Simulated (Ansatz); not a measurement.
Ansatz (an electronic-structure program) input for C2H4N2OSi, SMILES O[Si@H]1C=NC=N1, r2SCAN-D4/def2-SVP. 

Ansatz 0.2 input:
```yaml
crystal:
  periodic: [false, false, false]
  atoms:
    - {symbol: O, position_ang: [-1.67249540, 0.01853373, 1.34473798]}
    - {symbol: Si, position_ang: [-0.66353291, 0.54397548, 0.19299630]}
    - {symbol: C, position_ang: [1.23546238, 0.50117595, 0.52060287]}
    - {symbol: N, position_ang: [1.80935029, -0.24820210, -0.33650050]}
    - {symbol: C, position_ang: [0.85544444, -0.85491359, -1.17993077]}
    - {symbol: N, position_ang: [-0.38261998, -0.61699373, -1.09334480]}
    - {symbol: H, position_ang: [-1.85081210, -0.91362708, 1.45189933]}
    - {symbol: H, position_ang: [-1.12870414, 1.83804074, -0.25397568]}
    - {symbol: H, position_ang: [1.86190784, 1.03850420, 1.21584184]}
    - {symbol: H, position_ang: [1.25447914, -1.54804800, -1.90873306]}
basis:
  gaussian:
    orbitals: def2-SVP
hamiltonian:
  xc: r2scan
  dispersion: d4
relax: {f_tol: 0.002, max_steps: 200}
```

Program output:

```
WARN ansatz: RAYON_NUM_THREADS=1 ignored (pool sized by the plan → 1); use --threads N
Functional definition: r2SCAN
integrals: 0.06 GiB planned
1231 factors; their error is unknown
mean field: 0.32 GiB planned
mean field evaluation 1: about -15021.4559 eV, gradient 7.0e1 eV
mean field evaluation 2: about -15002.0694 eV, gradient 1.2e2 eV
mean field evaluation 4: about -15031.0926 eV, gradient 8.6e0 eV
mean field evaluation 8: about -15031.2677 eV, gradient 3.1e-1 eV
mean field evaluation 16: about -15031.1752 eV, gradient 3.1e-3 eV
mean field -15031.17516937 eV, -552.3854989779 hartree, gradient 8.6e-6 eV, S^2 0.000000; 0 other end points of the search recorded, 0 dependent functions left out
the calculation of the forces begins
reference -15031.17517868 eV, -552.3854993201 hartree; 26, 26 occupied and 82, 82 virtual orbitals, 1231 factors
relax step   1: F+E_penalty+E_count = -15031.23703296 eV  Δ(F+E_penalty+E_count) = +0.000e0 eV  max|allowed force component| = 1.458e0 eV/Å  Δτ_max = 0.0000 Å  (33 SCF iters, accepted)
these checks for a lower state are left out or cut short: starts, cluster_reference, orbital_swaps, neighbouring_geometries, increment
integrals: 0.06 GiB planned
1231 factors; their error is unknown
mean field: 0.32 GiB planned
mean field -15031.29215218 eV, -552.3897980170 hartree, gradient 1.3e-5 eV, S^2 0.000000; 0 other end points of the search recorded, 0 dependent functions left out
the calculation of the forces begins
reference -15031.29216150 eV, -552.3897983595 hartree; 26, 26 occupied and 82, 82 virtual orbitals, 1231 factors
[...]
the calculation of the forces begins
reference -15031.31829333 eV, -552.3907586865 hartree; 26, 26 occupied and 82, 82 virtual orbitals, 1231 factors
relax step   4: F+E_penalty+E_count = -15031.37986843 eV  Δ(F+E_penalty+E_count) = -5.651e-3 eV  max|allowed force component| = 1.949e-1 eV/Å  Δτ_max = 0.0371 Å  (33 SCF iters, accepted)
these checks for a lower state are left out or cut short: starts, cluster_reference, orbital_swaps, neighbouring_geometries, increment
integrals: 0.06 GiB planned
1231 factors; their error is unknown
mean field: 0.32 GiB planned
mean field -15031.31792385 eV, -552.3907451081 hartree, gradient 1.4e-5 eV, S^2 0.000000; 0 other end points of the search recorded, 0 dependent functions left out
the calculation of the forces begins
reference -15031.31793312 eV, -552.3907454488 hartree; 26, 26 occupied and 82, 82 virtual orbitals, 1231 factors
relax step   5: F+E_penalty+E_count = -15031.37946858 eV  Δ(F+E_penalty+E_count) = +3.999e-4 eV  max|allowed force component| = 3.260e-1 eV/Å  Δτ_max = 0.0403 Å  (32 SCF iters, rejected (line search))
these checks for a lower state are left out or cut short: starts, cluster_reference, orbital_swaps, neighbouring_geometries, increment
integrals: 0.06 GiB planned
1231 factors; their error is unknown
mean field: 0.32 GiB planned
mean field -15031.32283638 eV, -552.3909256406 hartree, gradient 1.4e-5 eV, S^2 0.000000; 0 other end points of the search recorded, 0 dependent functions left out
the calculation of the forces begins
reference -15031.32284565 eV, -552.3909259811 hartree; 26, 26 occupied and 82, 82 virtual orbitals, 1231 factors
relax step   6: F+E_penalty+E_count = -15031.38439531 eV  Δ(F+E_penalty+E_count) = -4.527e-3 eV  max|allowed force component| = 5.139e-2 eV/Å  Δτ_max = 0.0196 Å  (34 SCF iters, accepted)
these checks for a lower state are left out or cut short: starts, cluster_reference, orbital_swaps, neighbouring_geometries, increment
integrals: 0.06 GiB planned
1231 factors; their error is unknown
mean field: 0.32 GiB planned
mean field evaluation 64: about -15031.3241 eV, gradient 1.4e-5 eV
mean field -15031.32407553 eV, -552.3909711783 hartree, gradient 1.4e-5 eV, S^2 0.000000; 0 other end points of the search recorded, 0 dependent functions left out
the calculation of the forces begins
reference -15031.32408479 eV, -552.3909715187 hartree; 26, 26 occupied and 82, 82 virtual orbitals, 1231 factors
relax step   7: F+E_penalty+E_count = -15031.38564072 eV  Δ(F+E_penalty+E_count) = -1.245e-3 eV  max|allowed force component| = 7.790e-2 eV/Å  Δτ_max = 0.0286 Å  (33 SCF iters, accepted)
these checks for a lower state are left out or cut short: starts, cluster_reference, orbital_swaps, neighbouring_geometries, increment
integrals: 0.06 GiB planned
1231 factors; their error is unknown
mean field: 0.32 GiB planned
mean field -15031.32542815 eV, -552.3910208864 hartree, gradient 1.0e-5 eV, S^2 0.000000; 0 other end points of the search recorded, 0 dependent functions left out
the calculation of the forces begins
reference -15031.32543741 eV, -552.3910212265 hartree; 26, 26 occupied and 82, 82 virtual orbitals, 1231 factors
relax step   8: F+E_penalty+E_count = -15031.38697556 eV  Δ(F+E_penalty+E_count) = -1.335e-3 eV  max|allowed force component| = 6.988e-2 eV/Å  Δτ_max = 0.0589 Å  (32 SCF iters, accepted)
these checks for a lower state are left out or cut short: starts, cluster_reference, orbital_swaps, neighbouring_geometries, increment
integrals: 0.06 GiB planned
1231 factors; their error is unknown
mean field: 0.32 GiB planned
mean field -15031.32430772 eV, -552.3909797110 hartree, gradient 1.1e-5 eV, S^2 0.000000; 0 other end points of the search recorded, 0 dependent functions left out
the calculation of the forces begins
reference -15031.32431698 eV, -552.3909800513 hartree; 26, 26 occupied and 82, 82 virtual orbitals, 1231 factors
relax step   9: F+E_penalty+E_count = -15031.38586077 eV  Δ(F+E_penalty+E_count) = +1.115e-3 eV  max|allowed force component| = 3.494e-1 eV/Å  Δτ_max = 0.0683 Å  (32 SCF iters, rejected (line search))
these checks for a lower state are left out or cut short: starts, cluster_reference, orbital_swaps, neighbouring_geometries, increment
integrals: 0.06 GiB planned
1231 factors; their error is unknown
mean field: 0.32 GiB planned
mean field -15031.32607855 eV, -552.3910447878 hartree, gradient 1.4e-5 eV, S^2 0.000000; 0 other end points of the search recorded, 0 dependent functions left out
the calculation of the forces begins
reference -15031.32608780 eV, -552.3910451279 hartree; 26, 26 occupied and 82, 82 virtual orbitals, 1231 factors
relax step  10: F+E_penalty+E_count = -15031.38765252 eV  Δ(F+E_penalty+E_count) = -6.770e-4 eV  max|allowed force component| = 3.402e-2 eV/Å  Δτ_max = 0.0341 Å  (33 SCF iters, accepted)
these checks for a lower state are left out or cut short: starts, cluster_reference, orbital_swaps, neighbouring_geometries, increment
integrals: 0.06 GiB planned
1231 factors; their error is unknown
mean field: 0.32 GiB planned
mean field -15031.32622212 eV, -552.3910500640 hartree, gradient 1.4e-5 eV, S^2 0.000000; 0 other end points of the search recorded, 0 dependent functions left out
the calculation of the forces begins
reference -15031.32623137 eV, -552.3910504039 hartree; 26, 26 occupied and 82, 82 virtual orbitals, 1231 factors
relax step  11: F+E_penalty+E_count = -15031.38779813 eV  Δ(F+E_penalty+E_count) = -1.456e-4 eV  max|allowed force component| = 2.399e-2 eV/Å  Δτ_max = 0.0058 Å  (34 SCF iters, accepted)
these checks for a lower state are left out or cut short: starts, cluster_reference, orbital_swaps, neighbouring_geometries, increment
integrals: 0.06 GiB planned
1231 factors; their error is unknown
mean field: 0.32 GiB planned
mean field evaluation 96: about -15031.3263 eV, gradient 2.0e-4 eV
mean field -15031.32626972 eV, -552.3910518132 hartree, gradient 1.4e-5 eV, S^2 0.000000; 0 other end points of the search recorded, 0 dependent functions left out
the calculation of the forces begins
reference -15031.32627897 eV, -552.3910521531 hartree; 26, 26 occupied and 82, 82 virtual orbitals, 1231 factors
relax step  12: F+E_penalty+E_count = -15031.38784423 eV  Δ(F+E_penalty+E_count) = -4.610e-5 eV  max|allowed force component| = 2.014e-2 eV/Å  Δτ_max = 0.0037 Å  (35 SCF iters, accepted)
these checks for a lower state are left out or cut short: starts, cluster_reference, orbital_swaps, neighbouring_geometries, increment
integrals: 0.06 GiB planned
1231 factors; their error is unknown
mean field: 0.32 GiB planned
mean field -15031.32629386 eV, -552.3910527005 hartree, gradient 1.4e-5 eV, S^2 0.000000; 0 other end points of the search recorded, 0 dependent functions left out
the calculation of the forces begins
reference -15031.32630311 eV, -552.3910530404 hartree; 26, 26 occupied and 82, 82 virtual orbitals, 1231 factors
relax step  13: F+E_penalty+E_count = -15031.38787001 eV  Δ(F+E_penalty+E_count) = -2.578e-5 eV  max|allowed force component| = 1.424e-2 eV/Å  Δτ_max = 0.0021 Å  (35 SCF iters, accepted)
these checks for a lower state are left out or cut short: starts, cluster_reference, orbital_swaps, neighbouring_geometries, increment
integrals: 0.06 GiB planned
1231 factors; their error is unknown
mean field: 0.32 GiB planned
mean field -15031.32630199 eV, -552.3910529992 hartree, gradient 1.4e-5 eV, S^2 0.000000; 0 other end points of the search recorded, 0 dependent functions left out
the calculation of the forces begins
reference -15031.32631124 eV, -552.3910533391 hartree; 26, 26 occupied and 82, 82 virtual orbitals, 1231 factors
relax step  14: F+E_penalty+E_count = -15031.38788067 eV  Δ(F+E_penalty+E_count) = -1.065e-5 eV  max|allowed force component| = 4.012e-3 eV/Å  Δτ_max = 0.0016 Å  (35 SCF iters, accepted)
these checks for a lower state are left out or cut short: starts, cluster_reference, orbital_swaps, neighbouring_geometries, increment
integrals: 0.06 GiB planned
1231 factors; their error is unknown
mean field: 0.32 GiB planned
mean field -15031.32630370 eV, -552.3910530620 hartree, gradient 1.4e-5 eV, S^2 0.000000; 0 other end points of the search recorded, 0 dependent functions left out
the calculation of the forces begins
reference -15031.32631295 eV, -552.3910534019 hartree; 26, 26 occupied and 82, 82 virtual orbitals, 1231 factors
relax step  15: F+E_penalty+E_count = -15031.38788485 eV  Δ(F+E_penalty+E_count) = -4.189e-6 eV  max|allowed force component| = 2.059e-3 eV/Å  Δτ_max = 0.0014 Å  (35 SCF iters, accepted)
these checks for a lower state are left out or cut short: starts, cluster_reference, orbital_swaps, neighbouring_geometries, increment
integrals: 0.06 GiB planned
1231 factors; their error is unknown
mean field: 0.32 GiB planned
mean field -15031.32630356 eV, -552.3910530571 hartree, gradient 1.4e-5 eV, S^2 0.000000; 0 other end points of the search recorded, 0 dependent functions left out
the calculation of the forces begins
reference -15031.32631281 eV, -552.3910533970 hartree; 26, 26 occupied and 82, 82 virtual orbitals, 1231 factors
relax step  16: F+E_penalty+E_count = -15031.38788583 eV  Δ(F+E_penalty+E_count) = -9.758e-7 eV  max|allowed force component| = 1.672e-3 eV/Å  Δτ_max = 0.0005 Å  (35 SCF iters, accepted)
integrals: 0.06 GiB planned
1231 factors; their error is unknown
mean field: 0.32 GiB planned
mean field evaluation 128: about -15031.4191 eV, gradient 3.6e-1 eV
mean field -15031.32630356 eV, -552.3910530571 hartree, gradient 1.4e-5 eV, S^2 0.000000; 1 other end points of the search recorded, 0 dependent functions left out
the calculation of the forces begins
reference -15031.32631281 eV, -552.3910533970 hartree; 26, 26 occupied and 82, 82 virtual orbitals, 1231 factors
Total energy: -15031.38789508 eV, -552.3933165035 hartree
Atom 0 at    -1.742721     0.041734     1.307953 Å, force     0.000950     0.000798    -0.001672 eV/Å
Atom 1 at    -0.665876     0.527855     0.148899 Å, force    -0.000181     0.000736     0.000498 eV/Å
Atom 2 at     1.208989     0.483239     0.559405 Å, force    -0.000392    -0.000052     0.000090 eV/Å
Atom 3 at     1.806496    -0.274107    -0.294563 Å, force    -0.000055    -0.000102    -0.000070 eV/Å
Atom 4 at     0.832412    -0.855422    -1.222630 Å, force     0.000382    -0.000270    -0.000089 eV/Å
Atom 5 at    -0.420070    -0.622631    -1.178281 Å, force    -0.000269    -0.000083     0.000077 eV/Å
Atom 6 at    -1.683238    -0.869946     1.617909 Å, force    -0.000379    -0.001193     0.000706 eV/Å
Atom 7 at    -1.135549     1.851575    -0.324717 Å, force     0.000001    -0.000208     0.000321 eV/Å
Atom 8 at     1.826257     0.997490     1.311446 Å, force     0.000208     0.000264    -0.000080 eV/Å
Atom 9 at     1.291781    -1.521343    -1.971828 Å, force    -0.000265     0.000111     0.000221 eV/Å
Dipole moment:     0.021266    -0.040242     0.323672 e Å
```

Self-consistency was reached.

Cost: about 100 core-seconds (a rough figure).
